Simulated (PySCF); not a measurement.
## How methods differ on the excitation energy of Tb

Tb [Xe] 4f9 6s2 (high-spin determinant) → Tb [Xe] 4f8 6s2 7s1 (8F), as a difference of total energies. Computed with PySCF 2.14 in x2c-TZVPPall with one added diffuse shell each of s, p, d, f type (12s8p8d5f2g, 129 functions), with the spin-free X2C one-electron Hamiltonian (Gaussian nucleus). Correlated levels: valence: [Kr] 4d10 frozen; valence and next inner shell: [Ar] 3d10 frozen. The calculations carry no spin-orbit coupling.

| method | excitation energy (eV) |
| --- | --- |
| UHF | 0.449 |
| LDA | 5.815 |
| PBE0 | 4.569 |
| r2SCAN | 5.246 |
| MP2 (valence) | 3.836 |
| SCS-MP2 (valence) | 3.685 |
| MP2 (valence and next inner shell) | 4.221 |
| SCS-MP2 (valence and next inner shell) | 3.905 |

**Question.** How much does correlation contribute at MP2 (valence and next inner shell)?

**Answer.** 4.221 − (0.449) = 3.772 eV, measured against UHF.

A first-order spin-orbit estimate (lowest level to lowest level, LS coupling) adds 0.207 eV.

The promoted electron is Rydberg-like, and one or two diffuse shells describe it only roughly, which tends to raise the upper state.

The determinant of the lower state mixes LS terms, which raises its energy above the lowest term, most at the Hartree-Fock and MP2 levels.
